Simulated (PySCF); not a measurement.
C2H4N2OSi, SMILES N#C/N=C/O[SiH3]. Coordinates come from a B3LYP-D3(BJ)/def2-SVP optimisation. The structure was generated by enumeration; whether it is a known compound was not checked. The values are those of a single conformer.

These are B3LYP-D3(BJ)/def2-SVP in PySCF values and carry that method's errors.

Harmonic wavenumbers (cm⁻¹): 103, 129, 198, 212, 282, 553, 562, 599, 701, 706, 752, 943, 949, 959, 1013, 1106, 1335, 1393, 1715, 2270, 2285, 2287, 2352, 3119. Rotational constants (GHz): 11.25, 1.323, 1.201; symmetry number 1.

Problem. Work out the zero-point energy and the ideal-gas rigid-rotor harmonic-oscillator thermochemistry at 298.15 K and 1 atm.

Solution. ZPE = ½ Σ hcν = ½ × 26526 cm⁻¹ = 158.66 kJ/mol. H − E(el) = 179.12 kJ/mol. Entropy in J/(mol K): translation 166.20, rotation 114.17, vibration 62.58, total 342.95. G − E(el) = 76.87 kJ/mol. Cp = 104.93 J/(mol K). Modes under 150 cm⁻¹ make the vibrational entropy uncertain.
